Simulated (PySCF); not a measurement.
**Assignment exercise: C6H8F2**

Molfile (atoms numbered from 1):
```
C6H8F2
     RDKit          3D

 16 16  0  0  0  0  0  0  0  0999 V2000
   -2.0670    0.4747    0.3743 C   0  0  0  0  0  0  0  0  0  0  0  0
   -1.4421   -0.6968   -0.3777 C   0  0  0  0  0  0  0  0  0  0  0  0
    0.0191   -0.6089   -0.4019 C   0  0  0  0  0  0  0  0  0  0  0  0
    1.1330   -0.0024   -0.1017 C   0  0  0  0  0  0  0  0  0  0  0  0
    1.8811    1.1191    0.4783 C   0  0  0  0  0  0  0  0  0  0  0  0
    2.3521    1.9600   -0.4875 F   0  0  0  0  0  0  0  0  0  0  0  0
    1.0907    1.8822    1.2788 F   0  0  0  0  0  0  0  0  0  0  0  0
    1.2806   -1.3190   -0.8151 C   0  0  0  0  0  0  0  0  0  0  0  0
   -3.1508    0.3914    0.3701 H   0  0  0  0  0  0  0  0  0  0  0  0
   -1.7863    1.4158   -0.0908 H   0  0  0  0  0  0  0  0  0  0  0  0
   -1.7211    0.4911    1.4047 H   0  0  0  0  0  0  0  0  0  0  0  0
   -1.8038   -0.7230   -1.4110 H   0  0  0  0  0  0  0  0  0  0  0  0
   -1.7275   -1.6469    0.0858 H   0  0  0  0  0  0  0  0  0  0  0  0
    2.7501    0.7919    1.0759 H   0  0  0  0  0  0  0  0  0  0  0  0
    1.5735   -1.3293   -1.8585 H   0  0  0  0  0  0  0  0  0  0  0  0
    1.6110   -2.1910   -0.2608 H   0  0  0  0  0  0  0  0  0  0  0  0
  1  2  1  0
  2  3  1  0
  3  4  2  0
  4  5  1  0
  5  6  1  0
  5  7  1  0
  4  8  1  0
  8  3  1  0
  1  9  1  0
  1 10  1  0
  1 11  1  0
  2 12  1  0
  2 13  1  0
  5 14  1  0
  8 15  1  0
  8 16  1  0
M  END
```

Non-relativistic, no solvent model, rapidly exchanging positions averaged, single conformer. σ from GIAO-PBE0/pcSseg-1; geometry: GFN2-xTB; PySCF 2.14.

Referencing at the same level of theory: 13C (σref 186.93) and 1H (σref 31.72) against TMS.

Question: Assign these signals to the numbered atoms. 13C{1H} NMR (computed): δ 136.1, 118.7, 112.8, 25.7, 14.9, 13.6.

Answer: 
```tsv
δ (ppm)	atoms	environment	reason
136.1	C3	fully substituted alkene carbon	as expected for a trigonal carbon in a double bond
118.7	C5	allylic sp3 CH bonded to 2 F	2 electronegative neighbours deshield it
112.8	C4	fully substituted alkene carbon	the olefinic region
25.7	C2	allylic sp3 CH2	aliphatic region, no heteroatom directly attached
14.9	C1	methyl carbon	saturated and bonded to C and H only
13.6	C8	three-membered-ring carbon	carbons of three-membered rings are unusually shielded
```

C1 and C8 lie closer than the usual error of such a calculation, so a measured spectrum could show them in the other order.

Question: Assign these signals to the numbered atoms. 1H NMR (400 MHz, computed): δ 6.98 (m, 1H), 2.68 (q, 2H), 1.46 (t, 3H), 1.23 (s, 2H).

Answer: 
6.98 → H14, hydrogen on an allylic sp3 CH bonded to 2 F: its carbon carries F, hence the downfield position
2.68 → H12/H13, hydrogen on an allylic sp3 CH2: allylic position
1.46 → H9/H10/H11, hydrogen on a methyl carbon
1.23 → H15/H16, hydrogen on a three-membered-ring carbon: cyclopropane-type protons are shielded by the ring

Splittings by 19F in the carbon and heteronuclear signals aren't shown, as no couplings were computed. Shifts are as computed. Against solution values, carbons near 30 ppm lie about +3 ppm off and those near 130 ppm about +5 ppm. Of 1211 compounds with measured shifts, 218 miss one by over three times the rms of a fit or turn the order of signals round; such compounds aren't used in these exercises. Multiplicities follow the n + 1 count of equivalent neighbours, as no J values were calculated; m marks all less simple cases, F and P coupling included.
